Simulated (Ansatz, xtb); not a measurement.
**Two isomers of C3H6BBrO**

Structure a is `C=CCOBBr`, a singlet and structure b is `C=CB(Br)OC`, a singlet. Both are isolated molecules in the gas phase, relaxed with B3LYP/def2-SVP; the shapes shown needn't be the lowest conformers.

a (Å):

```
atom    x (Å)    y (Å)    z (Å)
   C  -0.1816  -1.0007  -2.3324
   C  -0.5594  -0.8502  -1.0611
   C  -1.3327   0.3291  -0.5481
   B   0.0310   2.0568   0.6192
  Br   0.2386   3.2466  -0.9131
   O  -0.6631   0.9203   0.5728
   H  -0.3995  -0.2403  -3.0897
   H   0.3586  -1.8909  -2.6660
   H  -0.3197  -1.6192  -0.3169
   H  -2.3171   0.0058  -0.1698
   H  -1.4900   1.0754  -1.3420
   H   0.5511   2.3850   1.6501
```

b (Å):

```
atom    x (Å)    y (Å)   z (Å)
   C   2.6776   2.5379  0.9025
   C   1.5273   1.8497  0.9749
   C  -0.8064  -0.4235  3.0622
   B   1.0352   1.0189  2.1930
  Br   2.1249   0.8992  3.8307
   O  -0.1441   0.3857  2.1092
   H   3.3825   2.5601  1.7404
   H   2.9615   3.1044  0.0091
   H   0.8597   1.8630  0.1028
   H  -0.9430  -1.4304  2.6379
   H  -0.2409  -0.4965  4.0030
   H  -1.7988   0.0088  3.2630
```

Which of the two would you expect CCSD(T)/def2-SVP + ΔMP2/def2-TZVPP electronic energies to favour?

Structure b; the calculation gives E(b) − E(a) = −10.3 kcal/mol.

How the difference moves with the method:

```csv
level,geometry,E(b) − E(a) (kcal/mol),departure from the last row (kcal/mol),"job, with rough time for the two"
B3LYP/def2-SVP,B3LYP/def2-SVP,−10.8,−0.5,"optimisation, 51 s"
HF/def2-SVP,B3LYP/def2-SVP,−10.8,−0.5,part of the CCSD(T) run
MP2/def2-SVP,B3LYP/def2-SVP,−10.5,−0.2,part of the CCSD(T) run
CCSD(T)/def2-SVP,B3LYP/def2-SVP,−9.9,+0.4,single point
CCSD(T)/def2-SVP + ΔMP2/def2-TZVPP,B3LYP/def2-SVP,−10.3,,"single point, 62 s"
```

As drawn, b has 1 C–B, 1 C–H in place of 1 C–C, 1 B–H.

None of the levels shown reverses the order. The largest departure from CCSD(T)/def2-SVP + ΔMP2/def2-TZVPP is that of B3LYP/def2-SVP, 0.5 kcal/mol. Levels run at GFN2-xTB geometries aren't shown. The last row adds to CCSD(T) the change of the MP2 difference between the two basis sets, here −0.4 kcal/mol.

With thermal terms from frequencies at re-optimised GFN2-xTB minima (ideal gas, soft modes damped towards free rotors, one conformer each, 298.15 K, 1 atm): the zero-point term adds +0.2 kcal/mol; ΔH is −9.7 and ΔG −10.6 kcal/mol.

The correlated steps freeze 14 core orbitals; the filled d shell of Br is correlated, in a basis made for valence electrons. Codes used: Ansatz 0.2.0, xtb 6.7.1; the last row on 4 threads of Arm Neoverse V1 on a shared host.
